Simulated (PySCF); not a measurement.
A PySCF script (with the pyscf-properties extension) for the NMR shieldings of `C(C)C#C[SiH2]SC`, C5H10SSi, on a GFN2-xTB geometry:

```python
import basis_set_exchange as bse
import numpy as np
from pyscf import gto, dft
from pyscf.prop import nmr

atoms = """
C    -2.442912    0.087450   -1.150029
C    -2.244992   -0.981651   -0.073538
C    -0.888386   -0.963421    0.431547
C     0.245013   -0.934942    0.844771
Si    2.014822   -0.850571    1.345810
S     3.097717    0.060833   -0.282651
C     2.198396    1.637277   -0.400095
H    -2.262956    1.078503   -0.738554
H    -3.459685    0.050011   -1.534328
H    -1.752689   -0.073516   -1.975380
H    -2.449913   -1.972593   -0.489785
H    -2.937408   -0.810757    0.756324
H     2.151745    0.020192    2.512944
H     2.625454   -2.161401    1.483628
H     2.612479    2.176141   -1.246042
H     1.142314    1.440816   -0.560664
H     2.344003    2.209658    0.511550
"""
names = dict.fromkeys(["C", "Si", "S", "H"], "pcSseg-1")
basis = {el: gto.basis.parse(bse.get_basis(n, elements=[el], fmt="nwchem")) for el, n in names.items()}
mol = gto.M(atom=atoms, basis=basis, charge=0, verbose=0)
mf = dft.RKS(mol, xc="PBE0")
mf.grids.level = 2
mf.grids.alignment = dft.numint.BLKSIZE   # the property module wants whole blocks of grid points
mf.conv_tol = 1e-9
mf.kernel()

calc = nmr.RKS(mf)   # GIAO
C = mf.mo_coeff
Co = C[:, mf.mo_occ > 0]
resp = mf.gen_response(singlet=True, hermi=2)
def vind(x):   # induced exchange potential for any number of trial vectors
    d = np.einsum("pi,xij,qj->xpq", C, 2 * x.reshape(-1, C.shape[1], Co.shape[1]), Co, optimize=True)
    return np.einsum("xpq,pi,qj->xij", resp(d - d.transpose(0, 2, 1)), C, Co, optimize=True).ravel()
mo1, _ = nmr.rhf.solve_mo1(calc, with_cphf=vind)
sigma = calc.kernel(mo1)
for i, s in enumerate(sigma):   # ppm
    w = np.linalg.eigvalsh((s + s.T) / 2)
    print("%2d %-2s iso %8.1f  s11 %8.1f  s22 %8.1f  s33 %8.1f" % (i, mol.atom_pure_symbol(i), w.mean(), *w))
```

Question: What are the results?

Answer: 
```
 0 C  iso    170.3  s11    157.6  s22    166.8  s33    186.5
 1 C  iso    170.2  s11    159.5  s22    168.8  s33    182.2
 2 C  iso     65.7  s11    -42.5  s22    -23.4  s33    263.1
 3 C  iso    105.7  s11     18.5  s22     35.1  s33    263.6
 4 Si iso    401.6  s11    360.8  s22    398.1  s33    446.0
 5 S  iso    689.0  s11    619.0  s22    641.5  s33    806.5
 6 C  iso    172.3  s11    163.4  s22    164.0  s33    189.6
 7 H  iso     30.4  s11     26.9  s22     29.0  s33     35.4
 8 H  iso     30.6  s11     26.0  s22     27.6  s33     38.2
 9 H  iso     30.3  s11     26.6  s22     29.1  s33     35.3
10 H  iso     29.3  s11     24.1  s22     28.2  s33     35.6
11 H  iso     29.3  s11     24.1  s22     28.2  s33     35.6
12 H  iso     26.8  s11     22.4  s22     25.3  s33     32.6
13 H  iso     26.9  s11     22.8  s22     24.9  s33     33.0
14 H  iso     29.6  s11     24.0  s22     26.8  s33     38.0
15 H  iso     29.3  s11     22.8  s22     28.8  s33     36.5
16 H  iso     29.7  s11     24.6  s22     27.1  s33     37.5
```

These numbers come from an equivalent density-fitted implementation of the same equations, which agrees with the script to about 0.01 ppm for H and up to a few tenths of a ppm for heavy atoms, so last digits may differ.

Question: Turn these shieldings into chemical shifts. Scale: ¹³C (σ = 186.93 ppm), ²⁹Si (σ = 349.16 ppm), ¹H (σ = 31.72 ppm) against TMS; CS2 for ³³S (σ = 503.73 ppm) (reference shieldings calculated alike).

Answer: Averaging equivalent atoms: C 2: 121.2; C 3: 81.2; C 1: 16.7; C 0: 16.6; C 6: 14.6; Si 4: -52.5; S 5: -185; H 12/13: 4.89; H 10/11: 2.43; H 14/15/16: 2.16; H 7/8/9: 1.27 ppm. 

Size and cost of the density-fitted run: 183 basis functions, 100 s wall time on 1 thread of an Intel Xeon, shared host; peak memory 0.83 GiB.
